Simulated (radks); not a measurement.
Problem. Ionisation of the europium ion Eu2+, [Xe] 4f7, to [Xe] 4f6 as the strength of local exchange is varied. Method: Dirac Kohn-Sham, Slater X-alpha exchange (alpha = 2/3 is LDA exchange), no correlation, spin-unpolarised, spherical densities, point nucleus; open shells fill j = l - 1/2 first; computed with a radial shooting solver on a logarithmic mesh with Libxc functionals.

alpha  E(Eu2+) (hartree)  exchange (hartree)  IE (eV)  -e of the level emptied (eV)  <r> of it (bohr)
0.555        -10799.6874           -190.0899   19.704                12.061 (4f7/2)             1.016
0.646        -10830.9032           -221.9361   21.957                13.941 (4f7/2)            0.9810
0.733        -10860.8358           -252.5565   24.237                15.895 (4f7/2)            0.9526
0.915        -10923.7329           -317.1589   29.372                20.419 (4f7/2)            0.9035
1.019        -10959.8427           -354.4046   32.513                23.242 (4f7/2)            0.8799
?            -10838.1203           -229.3117   22.497                14.399 (4f7/2)            0.9738

Which alpha was used in the last row?

Solution. alpha = 0.667. NIST Atomic Spectra Database: 24.84 eV (semi-empirical). The Delta-SCF value meets it near alpha = 0.75. Spin polarisation and multiplet splitting are left out, so open shells lie too high by an amount that depends on their filling.

Beside tabulated values, note that spin-unpolarised runs miss the spin-polarisation part of the exchange energy of open shells.
